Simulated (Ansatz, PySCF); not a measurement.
System: sum formula HSO, net charge 0, doublet state. It need not be the lowest isomer of its formula. 
Coordinates optimised at B3LYP-D3(BJ)/def2-TZVP (Ansatz, an electronic-structure program):
```xyz
3

O     -0.0524     0.0068    -1.0363
S     -0.0259    -0.0170     0.6033
H      0.8344     0.2184    -1.3626
```
Charge 0, spin multiplicity 2.

Quantity: atomisation energy (electronic, to ground-state atoms); the coupled-cluster value holds the core correlation from cc-pwCVTZ, in kJ/mol. Cores are frozen in the correlated levels unless marked. UHF or UKS for open shells. Spin-orbit coupling is left out. No relativistic terms. Basis-set limits of correlation are two-point, X^-3; Hartree-Fock from the larger set.

Level to compare with: CCSD(T)/CBS(def2-TZVPPD,def2-QZVPPD) plus the core term (Ansatz), 778.9 kJ/mol. It is a level with limits of its own, and the differences hold the functionals' basis error too.

Problem. Rank these functionals by how close they come to CCSD(T)/CBS(def2-TZVPPD,def2-QZVPPD), closest first: revPBE/def2-TZVPD (Ansatz); TPSSh/def2-TZVPD (PySCF); SVWN5/def2-TZVPD (Ansatz).

Solution. revPBE/def2-TZVPD (GGA, 781.1 kJ/mol, difference 2.2), TPSSh/def2-TZVPD (hybrid meta-GGA, 767.2 kJ/mol, difference -11.7), SVWN5/def2-TZVPD (LDA, 974.3 kJ/mol, difference 195.4)
